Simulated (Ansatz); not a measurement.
`O[Si](F)(F)F` + H₂ → `F[SiH](F)F` + H₂O at 600 K and 1 bar (hydrogenolysis of the Si–O bond).

Program: Ansatz. Geometries: PBE0-D4/def2-TZVP. ΔE: electronic, gas phase. CCSD(T)/CBS adds triple-zeta CCSD(T) − MP2 to the extrapolated MP2 energy (def2 sets, frozen cores). This one scheme is used for every species. One conformer a species, not always the lowest.

```json
{"species": "`O[Si](F)(F)F`", "CCSD(T)/CBS energy (Eh)": "-664.50577", "H − E (kJ/mol)": "109.5", "S (J/(mol·K))": "384.5"}
{"species": "H₂", "CCSD(T)/CBS energy (Eh)": "-1.17544", "H − E (kJ/mol)": "43.9", "S (J/(mol·K))": "150.8"}
{"species": "`F[SiH](F)F`", "CCSD(T)/CBS energy (Eh)": "-589.26725", "H − E (kJ/mol)": "84.1", "S (J/(mol·K))": "330.7"}
{"species": "H₂O", "CCSD(T)/CBS energy (Eh)": "-76.37941", "H − E (kJ/mol)": "76.8", "S (J/(mol·K))": "212.8"}
```

H − E and S are ideal-gas, rigid-rotor, harmonic terms from PBE0-D4/def2-TZVP, for one conformer and one mirror image of each species. The MP2-based limit puts H₂ 0.8 mEh under its directly extrapolated value; such offsets cancel only in part. 1 Eh = 2625.50 kJ/mol, R = 8.31446 J/(mol·K).

Q: By hand: ΔE, ΔH, ΔS and ΔG.

A: ΔE = (-589.26725) + (-76.37941) − (-664.50577) − (-1.17544) = 0.03455 Eh = 90.7 kJ/mol. Δ(H − E) = 84.1 + 76.8 − 109.5 − 43.9 = 7.5, so ΔH = 98.2 kJ/mol. ΔS = 330.7 + 212.8 − 384.5 − 150.8 = 8.2 J/(mol·K). ΔG = 98.2 − 600 × (8.2)/1000 = 93.3 kJ/mol.

Q: By hand: the equilibrium constant, and the temperature at which ΔG would vanish if ΔH and ΔS stayed fixed.

A: log₁₀ K = −ΔG/(RT ln 10) = -8.1. ΔG = 0 at ΔH/ΔS = 11976 K, far beyond where these terms or the molecules hold.

The number of gas molecules stays the same, so ΔS is small and ΔH decides. A doubt of 5 kJ/mol in ΔE shifts log₁₀ K by 0.4 here. Other conformers and mirror images would add mixing entropy, several J/(mol·K) or more a flexible species. These are equilibria of isolated gas molecules and say nothing of rates. Largest T1 diagnostic: 0.012 (customary marks: 0.02 for closed shells, 0.045 for open ones).
